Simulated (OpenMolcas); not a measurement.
A calculation on O+.

```
Program             : OpenMolcas 26.06
Method              : CASSCF
Basis               : ANO-RCC-VTZP [4s3p2d1f]
Scalar Hamiltonian  : DKH2, point nucleus
Active space        : 5 electrons in 4 orbitals (2s 2p)
State averaging     : 2S+1 = 4 odd, 1 root; 2S+1 = 2 odd, 8 roots; 2S+1 = 4 even, 3 roots; 2S+1 = 2 even, 9 roots
Spin-orbit coupling : state interaction with AMFI integrals over the reference wave functions, term energies averaged over their components
```

Task: Which level of the active space comes out lowest?

Result: 2s² 2p³ ⁴S°_3/2, with 100 % of that term; it is also the measured ground level.

Task: How high does 2s² 2p³ ²P°_3/2 lie?

Result: 41114 cm⁻¹ above the lowest level; measured 40468 cm⁻¹ above the ground level, so the calculation is off by +2 %.

Task: How high does 2s 2p⁴ ⁴P_1/2 lie?

Result: 121929 cm⁻¹ above the lowest level; measured 120083 cm⁻¹ above the ground level, so the calculation is off by +2 %.

Task: How high does 2s² 2p³ ²D°_3/2 lie?

Result: 30465 cm⁻¹ above the lowest level; measured 26831 cm⁻¹ above the ground level, so the calculation is off by +14 %.

Measured values: NIST Handbook of Basic Atomic Spectroscopic Data.

Without dynamic correlation excited terms often stand tens of per cent too high (terms of higher spin than the ground term too low), and those without a measured partner can miss by more than the paired ones. Measured partners are found by configuration, term and J. A level has none where our copy of the source lacks it or the pairing is in doubt (some pairs that miss far off the trend of their configuration count as doubtful), and it then counts in no deviation. Levels of configurations outside the active space are missing.

° marks odd parity.
